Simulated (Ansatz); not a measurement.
**Molecular dynamics of CH5OSb**

Input file:

```yaml
crystal:
  periodic: [false, false, false]
  atoms:
    - { symbol: O, position_ang: [-1.315267, 0.878687, -0.588507] }
    - { symbol: C, position_ang: [-0.070128, 0.771315, 0.049974] }
    - { symbol: Sb, position_ang: [1.095735, -0.974096, -0.740849] }
    - { symbol: H, position_ang: [-1.870667, 0.143906, -0.295567] }
    - { symbol: H, position_ang: [-0.14413, 0.684697, 1.148686] }
    - { symbol: H, position_ang: [0.505123, 1.679075, -0.184023] }
    - { symbol: H, position_ang: [-0.12003, -2.058107, -0.157256] }
    - { symbol: H, position_ang: [2.011465, -1.182776, 0.711842] }
basis:
  gaussian: { orbitals: def2-SVP }
hamiltonian:
  xc: b3lyp
  dispersion: d4
md:
  timestep: 2.5
  n_steps: 40
  ensemble: nve
  temperature: 500.0
  initial_velocities: maxwell_boltzmann
  seed: 535026
scf:
  lower_state_search: "off"
```

Launched with:

```bash
$ ansatz run input.yaml --threads 1 --pin off --max-ram 2048MiB --backend cpu --events-out ev --progress --plain --runs-dir out
```

It starts from a relaxed structure.

Output, in part (step lines, the closing report, with atoms numbered from 0):

```
md step     0: t =     0.00 fs  T =   500.0 K  F+E_penalty+E_count = -9702.11371195 eV  E_kin = 0.387780 eV  conserved = -9701.72593195 eV  (14 SCF iters)
[... lines left out ...]
Total energy: -9695.69632319 eV, -356.3102678981 hartree
Atom 0 at    -1.018278     1.348051    -0.658751 Å, force    -0.443561     0.799947    -0.927038 eV/Å
Atom 1 at    -0.158243     0.933575     0.068803 Å, force     0.592739    -0.771181     2.078280 eV/Å
Atom 2 at     1.098390    -0.982956    -0.744420 Å, force     0.974753    -2.407232    -0.457422 eV/Å
Atom 3 at    -6.441705    -7.378486     0.900333 Å, force     0.011809     0.010819    -0.002196 eV/Å
Atom 4 at    -0.377954     0.387401     1.042216 Å, force     0.008827     0.605147    -0.288520 eV/Å
Atom 5 at     1.002274     1.001157    -0.058472 Å, force    -0.956623     1.520017     0.120945 eV/Å
Atom 6 at     0.028746    -2.189490    -0.009872 Å, force     0.387175     0.376361    -0.037808 eV/Å
Atom 7 at     2.185803    -0.866797     0.671375 Å, force    -0.575119    -0.133877    -0.486241 eV/Å
Dipole moment:     1.295884     0.699638    -0.013793 e Å
```

The steps, from the saved trajectory:

```
time (fs)  T (K)  potential energy less start (eV)  conserved less start (meV/atom)
      0.0    500                             0.000                             0.00
      2.5    355                             0.194                            10.15
      5.0    256                             0.216                             3.31
      7.5    152                             0.284                             1.80
     10.0    118                             0.323                             3.34
     12.5    127                             0.309                             2.42
     15.0    205                             0.217                            -1.52
     17.5    243                             0.216                             2.07
     20.0    295                             0.162                             0.41
     22.5    309                             0.143                            -0.63
     25.0    286                             0.151                            -1.78
     27.5    175                             0.269                             2.06
     30.0    135                             0.295                             1.49
     32.5    181                             0.247                            -0.02
     35.0    264                             0.185                             0.25
     37.5    301                             0.180                             3.12
     40.0    338                             0.129                             0.39
     42.5    306                             0.171                             2.56
     45.0    218                             0.269                             6.28
     47.5    169                             0.270                             1.74
     50.0    131                             0.357                             8.89
     52.5    111                             0.456                            19.34
     55.0    268                             0.244                             7.96
     57.5    470                             0.402                            47.28
     60.0    655                             0.903                           127.93
     62.5    663                             0.893                           127.48
     65.0    243                             0.799                            74.92
     67.5    434                             0.840                            98.53
     70.0    410                             0.853                            97.89
     72.5    140                             0.936                            82.14
     75.0    661                             1.134                           157.32
     77.5    467                             1.307                           160.18
     80.0    932                             0.201                            67.06
     82.5   4739                             2.438                           715.71
     85.0  21647                             5.220                          2702.62
     87.5  19497                             6.479                          2651.57
     90.0  19167                             6.695                          2646.61
     92.5  19234                             6.628                          2644.73
     95.0  19405                             6.481                          2642.88
     97.5  19492                             6.424                          2644.20
    100.0  19484                             6.418                          2642.60
```

All steps were run. The conserved energy changed by up to 2700 meV per atom, so the integration failed: the time step of 2.5 fs is too long for the fastest motions that this run met, and the later frames carry no physical meaning.

Parted: O1–H4 0.97 → 10.39 Å. Joined: Sb3–H6 2.77 → 2.10 Å. It ends as CH4OSb + H. Pairs count as bonded within 1.25 times the sum of covalent radii (0.12 Å more for H–H).

Last frame:

```xyz
8
Properties=species:S:1:pos:R:3
O -1.018 1.348 -0.659
C -0.158 0.934 0.069
Sb 1.098 -0.983 -0.744
H -6.442 -7.378 0.900
H -0.378 0.387 1.042
H 1.002 1.001 -0.059
H 0.029 -2.189 -0.010
H 2.186 -0.867 0.671
```

The run took 85 s on 1 thread of Arm Neoverse V2 (shared host), peak memory 0.16 GiB.
